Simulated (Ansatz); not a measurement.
**Molecular dynamics of Cl**

input.yaml

```yaml
accuracy: low
crystal:
  lattice:
    - [8.434327, 0.0, 0.0]
    - [0.0, 8.434327, 0.0]
    - [0.0, 0.0, 8.434327]
  atoms:
    - { symbol: Cl, position: [0.27732614, 0.84951593, 0.8128246] }
    - { symbol: Cl, position: [0.31236407, 0.80010009, 0.57760851] }
    - { symbol: Cl, position: [0.92567189, 0.18795759, 0.88041509] }
    - { symbol: Cl, position: [0.98375657, 0.26230963, 0.67367246] }
    - { symbol: Cl, position: [0.14454485, 0.53502516, 0.02950872] }
    - { symbol: Cl, position: [0.3160482, 0.62757471, 0.15006967] }
    - { symbol: Cl, position: [0.46192208, 0.24810652, 0.63723764] }
    - { symbol: Cl, position: [0.60754382, 0.14936428, 0.80119251] }
    - { symbol: Cl, position: [0.509447, 0.8511159, 0.29151595] }
    - { symbol: Cl, position: [0.50364037, 1.0100644, 0.11255874] }
    - { symbol: Cl, position: [0.14293754, 0.04033226, 0.23354639] }
    - { symbol: Cl, position: [-0.09576173, 0.10859472, 0.25913559] }
    - { symbol: Cl, position: [0.87699111, 0.68802399, 0.56785191] }
    - { symbol: Cl, position: [0.7127158, 0.88551548, 0.65459789] }
    - { symbol: Cl, position: [0.66020365, 0.35859334, 0.29219407] }
    - { symbol: Cl, position: [0.8468361, 0.51267541, 0.18105069] }
basis:
  ecutwfc: 420.0
kpoints:
  mp_grid: { grid: [1, 1, 1] }
hamiltonian:
  xc: pbe
  dispersion: d3bj
scf:
  occupations: { method: fermi_dirac, width: 0.05 }
  lower_state_search: "off"
md:
  timestep: 2
  n_steps: 290
  ensemble: nvt_langevin
  temperature: 1500.0
  initial_velocities: maxwell_boltzmann
  seed: 221041
  friction: 0.005
```

Command:

```bash
$ ansatz run input.yaml --threads 1 --pin off --max-ram 3072MiB --backend cpu --events-out ev --progress --plain --runs-dir out
```

It goes on from the last frame of an earlier run, with new velocities.

Output, in part (step lines):

```
md step     0: t =     0.00 fs  T =  1406.3 K  F+E_penalty+E_count = -17271.84594723 eV  E_kin = 2.908350 eV  (10 SCF iters)
md step     1: t =     2.00 fs  T =  1555.2 K  F+E_penalty+E_count = -17271.88642396 eV  E_kin = 3.216325 eV  (9 SCF iters)
md step     2: t =     4.00 fs  T =  1550.1 K  F+E_penalty+E_count = -17271.92898805 eV  E_kin = 3.205832 eV  (9 SCF iters)
md step     3: t =     6.00 fs  T =  1540.9 K  F+E_penalty+E_count = -17271.96543924 eV  E_kin = 3.186884 eV  (9 SCF iters)
md step     4: t =     8.00 fs  T =  1518.7 K  F+E_penalty+E_count = -17271.99088889 eV  E_kin = 3.140968 eV  (9 SCF iters)
md step     5: t =    10.00 fs  T =  1604.4 K  F+E_penalty+E_count = -17272.01829026 eV  E_kin = 3.318118 eV  (6 SCF iters)
md step     6: t =    12.00 fs  T =  1626.9 K  F+E_penalty+E_count = -17272.06271017 eV  E_kin = 3.364663 eV  (6 SCF iters)
md step     7: t =    14.00 fs  T =  1602.7 K  F+E_penalty+E_count = -17272.12141193 eV  E_kin = 3.314606 eV  (6 SCF iters)
[... lines left out ...]
md step   289: t =   578.00 fs  T =  1961.5 K  F+E_penalty+E_count = -17272.28166171 eV  E_kin = 4.056654 eV  (6 SCF iters)
md step   290: t =   580.00 fs  T =  2035.5 K  F+E_penalty+E_count = -17272.39096448 eV  E_kin = 4.209696 eV  (9 SCF iters)
```

The steps, from the saved trajectory:

| time (fs) | T (K) | potential energy less start (eV) |
| --- | --- | --- |
| 0.0 | 1406 | 0.000 |
| 18.0 | 1763 | -0.390 |
| 36.0 | 1611 | -0.201 |
| 54.0 | 1641 | 0.025 |
| 72.0 | 1293 | 0.448 |
| 90.0 | 1591 | 0.416 |
| 108.0 | 1166 | 0.941 |
| 126.0 | 1637 | 0.761 |
| 144.0 | 1976 | 0.508 |
| 162.0 | 2167 | 0.286 |
| 180.0 | 2577 | 0.073 |
| 198.0 | 2039 | 0.155 |
| 216.0 | 1832 | 0.174 |
| 234.0 | 2307 | 0.331 |
| 252.0 | 2135 | 0.037 |
| 270.0 | 2488 | -0.073 |
| 288.0 | 2352 | -0.275 |
| 306.0 | 1915 | 0.061 |
| 324.0 | 1368 | 0.609 |
| 342.0 | 1400 | 0.994 |
| 360.0 | 1807 | 0.209 |
| 378.0 | 1884 | 0.330 |
| 396.0 | 1556 | 0.259 |
| 414.0 | 1757 | -0.527 |
| 432.0 | 1054 | 0.212 |
| 450.0 | 1240 | 0.335 |
| 468.0 | 1269 | 0.766 |
| 486.0 | 1593 | 0.094 |
| 504.0 | 2212 | -0.112 |
| 522.0 | 1894 | 0.206 |
| 540.0 | 1994 | 0.695 |
| 558.0 | 1912 | -0.081 |
| 576.0 | 1912 | -0.268 |

The run went to its last step. The mean temperature of the second half is 12 % above the set value. A run of 0.58 ps of so small a system gives no equilibrium averages. Limits of this set-up: coarse k mesh, low accuracy level.

Mean squared displacements from the first frame to the last, about the centre of mass: Cl 4.66 Å².

Last frame:

```xyz
16
Lattice="8.4343 0.0000 0.0000 0.0000 8.4343 0.0000 0.0000 0.0000 8.4343" Properties=species:S:1:pos:R:3
Cl 2.662 4.728 7.042
Cl 3.712 6.231 6.479
Cl 7.201 1.212 5.948
Cl 8.059 3.030 6.392
Cl 0.371 3.695 1.391
Cl 1.388 4.305 2.938
Cl 2.692 1.749 6.656
Cl 2.474 1.356 4.779
Cl 4.349 8.141 2.471
Cl 4.662 6.283 1.658
Cl 0.481 0.037 0.397
Cl 0.139 -1.465 -0.870
Cl 7.774 6.811 4.407
Cl 8.096 7.604 2.644
Cl 4.982 2.312 1.366
Cl 5.221 4.228 0.569
```

The run took 11 min on 1 thread of Arm Neoverse V2, with other jobs on the host, peak memory 0.5 GiB.
